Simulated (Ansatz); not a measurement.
Geometry optimisation, DFT PBE-D3(BJ), scalar-relativistic, plane waves, PAW in Ansatz.

The input (input.yaml):

```yaml
accuracy: low
crystal:
  lattice:
    - [5.284803, 0.0, 0.0]
    - [0.0, 5.284803, 0.0]
    - [0.0, 0.0, 5.284803]
  atoms:
    - { symbol: O, position: [0.3244308, 0.2299622, 0.6984646] }
    - { symbol: H, position: [0.2994076, 0.3605106, 0.5722895] }
    - { symbol: H, position: [0.343104, 0.0763634, 0.6002405] }
    - { symbol: O, position: [0.819826, 0.9210104, 0.7829407] }
    - { symbol: H, position: [0.8530735, 1.0565513, 0.6641447] }
    - { symbol: H, position: [0.8250052, 0.7695094, 0.6799365] }
    - { symbol: O, position: [0.9276079, 0.8406385, 0.2622554] }
    - { symbol: H, position: [0.8201326, 0.9826391, 0.2189643] }
    - { symbol: H, position: [0.9715077, 0.7672253, 0.1001673] }
    - { symbol: O, position: [0.1475756, 0.2977492, 0.2155903] }
    - { symbol: H, position: [0.1748317, 0.4504147, 0.1179195] }
    - { symbol: H, position: [0.1221005, 0.1679271, 0.088758] }
    - { symbol: Li, position: [0.4347035, 0.7292511, 0.3082339] }
    - { symbol: O, position: [0.7234664, 0.4197362, 0.8734684] }
    - { symbol: H, position: [0.772563, 0.3920371, 0.6969915] }
basis:
  ecutwfc: 420.0
kpoints:
  mp_grid: { grid: [1, 1, 1] }
hamiltonian:
  xc: pbe
  dispersion: d3bj
scf:
  occupations: { method: fermi_dirac, width: 0.02 }
  lower_state_search: "off"
relax:
  f_tol: 0.3
  max_steps: 15
  adjacent_minimum: "off"
output:
  write_density: true
  write_potential: true
  elf: true
  volumetric_format: npy
```

Launched with:

```bash
$ ansatz run input.yaml --threads 1 --pin off --max-ram 3072MiB --backend cpu --events-out ev --progress --plain --runs-dir out
```

Problem. Where does it end, and by what steps?

Solution. The forces met the threshold. The threshold is loose, so the end isn't yet a minimum. Limits of this set-up: coarse k mesh, low accuracy level. After 13 steps the energy has fallen by 5.927 eV; H12 moved furthest, 1.08 Å. Joined: O10–Li13, Li13–O14.

| step | energy less start (eV) | largest force component (eV/Å) | accepted |
| --- | --- | --- | --- |
| 0 | 0.0000 | 1.112 | yes |
| 1 | -0.8471 | 1.191 | yes |
| 2 | -1.6885 | 2.385 | yes |
| 3 | -2.5801 | 2.192 | yes |
| 4 | -3.3393 | 1.206 | yes |
| 5 | -3.9200 | 0.696 | yes |
| 6 | -4.3877 | 0.533 | yes |
| 7 | -4.8089 | 0.919 | yes |
| 8 | -5.1171 | 1.040 | yes |
| 9 | -5.3459 | 1.333 | yes |
| 10 | -5.5515 | 0.781 | yes |
| 11 | -5.6922 | 0.414 | yes |
| 12 | -5.8102 | 0.303 | yes |
| 13 | -5.9273 | 0.228 | yes |

```xyz
15
Lattice="5.2848 0.0000 0.0000 0.0000 5.2848 0.0000 0.0000 0.0000 5.2848" Properties=species:S:1:pos:R:3
O 1.454 0.889 3.657
H 1.236 1.163 2.747
H 2.296 0.366 3.572
O 3.727 4.831 3.677
H 4.459 4.838 3.017
H 3.870 4.027 4.281
O 5.305 4.728 1.353
H 5.220 5.585 0.896
H 4.869 4.096 0.732
O 1.072 2.035 0.826
H 0.126 2.358 0.620
H 1.302 1.584 -0.031
Li 2.436 3.283 0.993
O 3.961 2.829 5.336
H 3.901 2.108 4.686
```

Time of the run: 9.8 s on 1 thread of Intel(R) Xeon(R) 6975P-C (Granite Rapids) (shared host), peak memory 0.36 GiB.
